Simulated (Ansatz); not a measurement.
`[F][Al]([Cl])[SeH]` + CH₃NH₂ → `C[NH][Al]([F])[Cl]` + H₂Se  (ligand exchange at the Al–Se bond)

Isolated molecules relaxed with PBE0-D4/def2-TZVP in Ansatz; ΔE leaves out vibrations. CCSD(T)/CBS is the MP2 limit (def2-TZVPP, def2-QZVPP) plus CCSD(T) − MP2 in def2-TZVPP, frozen cores. DFT in def2-TZVPP. B3LYP here is the variant with VWN-RPA as its local correlation; programs differ in this. HSE06 is defined as in plane-wave codes. For Se outer-core shells are correlated without core-valence functions, which leaves a few kJ/mol of doubt a bond. Scalar relativity is left out up to krypton. Each species was taken in one conformer, which may not be the lowest.

Is it downhill or uphill in electronic energy at CCSD(T)/CBS, and by how much? (Estimate.)

Computed: Uphill: ΔE = +26.4 kJ/mol.

What do these levels give: PBE-D4, PBE0-D4, HSE06-D4, BHLYP-D4, B3LYP, BHLYP, CAM-B3LYP, CCSD(T)/def2-SVP, CCSD/def2-TZVPP, MP2/def2-QZVPP, SCS-MP2/def2-QZVPP, MP2/CBS(def2)? (Best estimate.)

Ansatz gave: PBE-D4 29.1, PBE0-D4 30.2, HSE06-D4 30.6, BHLYP-D4 22.9, B3LYP 21.7, BHLYP 22.0, CAM-B3LYP 17.2, CCSD(T)/def2-SVP 16.9, CCSD/def2-TZVPP 21.0, MP2/def2-QZVPP 26.5, SCS-MP2/def2-QZVPP 23.2, MP2/CBS(def2) 28.8 kJ/mol.

Largest T1 diagnostic among the species: 0.011.

At CCSD(T), def2-SVP lies −9.5 kJ/mol from the extrapolated value and def2-TZVPP −4.6 kJ/mol. Leaving LDA and LC-ωPBE aside and taking each functional with its dispersion term where it has one, the values, not all of them listed here, spread over 14.0 kJ/mol, from CAM-B3LYP-D4 to HSE06-D4. LDA lies −7.6 kJ/mol from PBE without D4.
